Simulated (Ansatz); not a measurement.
Species: CH2BF2, net charge 0, doublet state. It need not be the lowest isomer of its formula. SMILES: [CH2]B(F)F
Coordinates optimised at B3LYP-D3(BJ)/def2-TZVP (Ansatz, a program for electronic structure):
```xyz
6

B      0.0251     0.0049    -0.0022
F      0.5583     1.1349     0.4529
F      0.8587    -0.8586    -0.5747
C     -1.4693    -0.2865     0.1263
H     -2.1527     0.4126     0.5913
H     -1.9090    -1.2046    -0.2422
```
Charge 0, spin multiplicity 2.

Wanted: atomisation energy (electronic, to ground-state atoms), in kcal/mol. Valence correlation only, unless marked. UHF or UKS for open shells. No spin-orbit coupling. Non-relativistic. The coupled-cluster limit lacks core correlation, which all-electron functionals hold. Basis-set limits of correlation are two-point, X^-3; Hartree-Fock from the larger set. [CCSD(T)-MP2]/basis is that difference in the basis named.

| level | program | atomisation energy (kcal/mol) | minus last row |
|---|---|---|---|
| r2SCAN-D4/def2-TZVPD | Ansatz + dftd4 | 620.4 | 9.0 |
| B3LYP/def2-TZVPD | Ansatz | 610.2 | -1.2 |
| wB97X-V/def2-TZVPD | Ansatz | 611.1 | -0.3 |
| B2PLYP/def2-TZVPD | Ansatz | 609.0 | -2.4 |
| CCSD(T)/aug-cc-pVDZ | Ansatz | 567.0 | -44.4 |
| CCSD(T)/cc-pwCVTZ | Ansatz | 599.2 | -12.2 |
| RI-MP2/CBS(aug-cc-pVTZ,aug-cc-pVQZ)+[CCSD(T)-MP2]/aug-cc-pVTZ | Ansatz | 611.4 | 0.0 |
